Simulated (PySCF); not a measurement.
WNI₃ (singlet). Computed with PySCF, PBE, basis W def2-SVP with ECP60, N def2-SVP, I def2-SVP with ECP28 (scalar-relativistic core potentials, no spin–orbit coupling, density fitting).

Harmonic bands of its minimum:

| ω (cm⁻¹) | IR (km/mol, summed over degenerate members) | degeneracy |
| --- | --- | --- |
| 48 | 0.3 | 2 |
| 72 | 0.2 | 1 |
| 178 | 0.3 | 1 |
| 201 | 8.7 | 2 |
| 254 | 36.9 | 2 |
| 1102 | 34.5 | 1 |

Problem. The central atom is W. Infer the point group and assign the bands.

Solution. C3v. The modes span 3e + 3a1: 48 e, 72 a1, 178 a1, 201 e, 254 e, 1102 a1. The computed geometry has W–I 2.627 Å (×3), W–N 1.679 Å; I–W–I 114.2° (×3), I–W–N 104.2° (×3).

Only a few start shapes were tried, so a lower isomer may exist. Spin–orbit coupling, left out here, can matter for elements this heavy.
